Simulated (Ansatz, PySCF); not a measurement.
Molecule: PbBr2, net charge 0, singlet state. 
Geometry from a B3LYP-D3(BJ)/def2-TZVP (Ansatz, an electronic-structure program) optimisation:
```
Pb
Br 1 2.6339
Br 1 2.6339 2 100.51
```
Charge 0, spin multiplicity 1.

Wanted: atomisation energy (electronic, to ground-state atoms), in kJ/mol. Cores are frozen in the correlated levels unless marked. UHF or UKS for open shells. Spin-orbit coupling is left out. Frozen are the shells of the preceding noble gas and the d and f shells that filled before the atom's block. Past Kr the def2 sets carry scalar-relativistic core potentials. The coupled-cluster limit lacks core correlation, which all-electron functionals hold. CBS marks a two-point X^-3 extrapolation of the correlation energy; Hartree-Fock from the larger set. [CCSD(T)-MP2]/basis is that difference in the basis named.

```csv
level,program,atomisation energy (kJ/mol)
PBE/def2-TZVPD,Ansatz,___
BP86/def2-TZVPD,PySCF,697.9
TPSS/def2-TZVPD,PySCF,700.4
TPSS-D4/def2-TZVPD,PySCF + dftd4,714.2
r2SCAN-D3(BJ)/def2-TZVPD,Ansatz + dftd3,696.4
r2SCAN-D4/def2-TZVPD,Ansatz + dftd4,696.0
BHLYP-D3(BJ)/def2-TZVPD,Ansatz + dftd3,647.4
BHLYP-D4/def2-TZVPD,Ansatz + dftd4,646.3
r2SCANh/def2-TZVPD,Ansatz,680.8
r2SCAN0-D4/def2-TZVPD,Ansatz + dftd4,665.0
MN15-D3(BJ)/def2-TZVPD,PySCF + dftd3,650.9
LC-wPBE-D3(BJ)/def2-TZVPD,Ansatz + dftd3,638.0
PBE-QIDH/def2-TZVPD,Ansatz,___
RPA@PBE/def2-QZVPP,Ansatz,568.6
SCS-MP2/def2-TZVPPD,Ansatz,638.2
CCSD/def2-TZVPP,Ansatz,609.9
"RI-MP2/CBS(def2-TZVPPD,def2-QZVPPD)+[CCSD(T)-MP2]/def2-TZVPPD",Ansatz,667.4
```

**Question.** Complete the blanks.

**Answer.** 
- PBE/def2-TZVPD, atomisation energy (kJ/mol): 705.5
- PBE-QIDH/def2-TZVPD, atomisation energy (kJ/mol): 661.6
